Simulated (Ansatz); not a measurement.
C2H6OSi can be A, `C=C(O)[SiH3]`, or B, `C=C[SiH2]O`.

Gas-phase electronic energies from Ansatz, PBE0-D4/def2-TZVP geometries. CCSD(T)/CBS is the MP2 limit (def2-TZVPP, def2-QZVPP) plus CCSD(T) − MP2 in def2-TZVPP, frozen cores. Functionals use def2-TZVPP. B3LYP here is the variant with VWN-RPA as its local correlation; programs differ in this. Each species was taken in one conformer, which may not be the lowest.

Task: Which isomer does CCSD(T)/CBS put lower? Give the gap. (An estimate is asked.)

Result: The calculation gave: B, by 39.0 kcal/mol.

Task: Give E(B) − E(A) in kcal/mol with CCSD(T)/def2-TZVPP, B3LYP, HF/def2-TZVPP, CCSD(T)/def2-SVP, BLYP-D4, CCSD/def2-TZVPP, B3LYP-D4. (Estimate.)

Result: Ansatz gave: CCSD(T)/def2-TZVPP -38.4, B3LYP -36.8, HF/def2-TZVPP -41.3, CCSD(T)/def2-SVP -33.0, BLYP-D4 -35.0, CCSD/def2-TZVPP -39.2, B3LYP-D4 -36.7. None reverses the order clearly.

Task: Does the order hold for the free energy at 298.15 K (harmonic terms from PBE0-D4)? (An estimate is asked.)

Result: Computed: Yes: G(B) − G(A) = -37.3 kcal/mol, for one conformer each. Modes under 60 cm⁻¹, often nearly free rotors, make the harmonic entropy too high.

Largest T1 diagnostic: 0.013.

From r2SCAN to r2SCAN0 (25 % exact exchange), in def2-TZVPP and without D4, E(B) − E(A) moves by −1.4 kcal/mol. In def2-TZVPP, CCSD(T) changes the Hartree–Fock value by +2.9 kcal/mol (the triples alone add +0.8 kcal/mol) and MP2 by +1.3 kcal/mol.
